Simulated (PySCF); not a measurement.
Compound: C₄H₁₃NOSi₂.
Structure used (PBE0-D3(BJ)/def2-SVP), in Å, numbered top down from 1:
```
atom  x, y, z in Å
C1     3.566    0.820    0.584
O2     2.248    0.385    0.472
C3     2.115   -0.867   -0.142
Si4    0.275   -1.314   -0.227
C5    -0.572   -0.972    1.426
C6    -2.008   -0.478    1.166
Si7   -1.994    0.543   -0.428
N8    -0.665   -0.248   -1.237
H9     4.051    0.928   -0.407
H10    4.182    0.122    1.186
H11    3.560    1.801    1.080
H12    2.565   -0.872   -1.159
H13    2.654   -1.659    0.425
H14    0.225   -2.743   -0.686
H15    0.035   -0.171    1.884
H16   -0.542   -1.827    2.119
H17   -2.683   -1.335    0.995
H18   -2.420    0.078    2.024
H19   -3.275    0.442   -1.198
H20   -1.756    2.004   -0.182
H21   -0.420   -0.051   -2.200
```

Level: PBE0/pcSseg-1 in PySCF, non-relativistic, on one gas-phase PBE0-D3(BJ)/def2-SVP geometry that isn't relaxed in the solvent. The solvent is an IEF-PCM continuum (Bondi radii, 1.10 Å for H, scaled by 1.2). Specific hydrogen bonds and non-electrostatic terms are outside this model.

```csv
run,E − E(gas) (kcal/mol),HOMO (eV),HOMO–LUMO gap (eV),dipole (D)
gas,0.00,-7.07,7.91,1.57
P,-3.88,-7.09,7.98,2.01
Q,-1.70,-7.06,7.94,1.76
```

**Question.** The runs were made in acetone and benzene. Which run belongs to which solvent?

**Answer.** P = acetone, Q = benzene. The dielectric constants are 2.271 (benzene), 20.49 (acetone), and the energy falls further as ε rises. In this model the ground state sees the solvent through ε alone.

**Question.** How constant is the ratio of the lowering to (ε − 1)/(2ε + 1)?

**Answer.** 
| solvent | (ε − 1)/(2ε + 1) | E − E(gas) (kcal/mol) | ratio (kcal/mol) | polarisation term (kcal/mol) |
| --- | --- | --- | --- | --- |
| benzene | 0.229 | -1.70 | -7.4 | -1.78 |
| acetone | 0.464 | -3.88 | -8.4 | -4.34 |

The ratio changes by +12.9 % in size from benzene to acetone. The polarisation term is half the interaction of the solute with the induced surface charges.

Time: 39 s; peak memory 1.3 GiB. Hardware: one thread of an Intel Xeon Platinum 8488C, no GPU, shared host with 96 logical CPUs at a one-minute load of 22. This is the whole shielding run at PBE0/pcSseg-1 in acetone, SCF included.
